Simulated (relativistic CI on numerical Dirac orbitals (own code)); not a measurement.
Pm20+: sensitivity of the levels to the model

Base calculation: Dirac-Coulomb-Breit CI, KLI orbitals optimised for each configuration, model QED, unscaled Slater integrals.

CI space (outside the closed core [Ar] 3d10): 4s2 4p6 4d5, 4s2 4p5 4d6, 4s2 4p6 4d4 4f, 4s 4p6 4d6, 4s2 4p5 4d5 4f, 4s2 4p6 4d4 5s, 4s 4p6 4d5 4f, 4s2 4p6 4d4 5p, 4s2 4p6 4d3 4f 5s, 4s2 4p6 4d4 5d, 4s2 4p6 4d3 5s 5p, 4s2 4p5 4d5 5s, 4s2 4p6 4d4 5f, 4s2 4p6 4d4 6s, 4s2 4p6 4d4 5g, 4s2 4p6 4d4 6p, 4p6 4d6 4f, 4s2 4p6 4d4 6f, 4p6 4d7, 4p5 4d8, 4p5 4d7 4f, 4s2 4p6 4d3 5s2, 4s2 4p6 4d2 4f 5s2, 4s2 4p5 4d3 4f 5s2, 4s 4p6 4d3 4f 5s2. Double excitations out of closed p, d and f shells are left out; levels of such configurations are missing from the list, as are those of other unlisted configurations, and high levels can miss mixing partners. These lack a partner that the ground configuration has and come out too high: 4s2 4p5 4d5 5s.

Variants: (1) configuration mixing switched off. Shifts of the energy above 4s2 4p6 4d5 6S_5/2, in cm⁻¹, for the lowest level and the first level of each name with at least 55 % of one term (blank where a level changes its place among those of its configuration and J or its character, or is not in the variant):

| Level | Base | Δ(1) |
| --- | --- | --- |
| 4s2 4p6 4d5 6S_5/2 | 0 | 0 |
| 4s2 4p6 4d5 4G_7/2 | 62846 | +1938 |
| 4s2 4p6 4d5 4G_11/2 | 65792 | +2775 |
| 4s2 4p6 4d5 4G_9/2 | 71415 | +2569 |
| 4s2 4p6 4d5 2I_11/2 | 101355 | +4214 |
| 4s2 4p6 4d5 4D_1/2 | 109619 | +1065 |
| 4s2 4p6 4d5 2I_13/2 | 111902 | +5097 |
| 4s2 4p6 4d5 2G_7/2 | 138528 | +3457 |
| 4s2 4p6 4d5 2S_1/2 | 159911 | +2044 |
| 4s2 4p6 4d5 2H_11/2 | 169417 | +1433 |
| 4s2 4p6 4d5 2P_3/2 | 221674 | +542 |
| 4s2 4p6 4d5 2P_1/2 | 241258 | +1455 |
| 4s2 4p5 4d6 6F°_11/2 | 918243 | -23460 |
| 4s2 4p5 4d6 6D°_9/2 | 948022 | -26031 |

At this charge energies of transitions that change n are usually good to better than 1 %, and those within a shell (Δn = 0) to a few per cent. Terms inside the open d or f shell come out 10 to 20 % too wide with unscaled integrals.

Ionisation energy from the two ground configurations alone: base 609.062 eV. The NIST ASD value (theoretical) is 609 eV.

LS names give the leading component of a level, which can be under half, so a name can repeat, a term be missing and a line seem to break the LS rules.
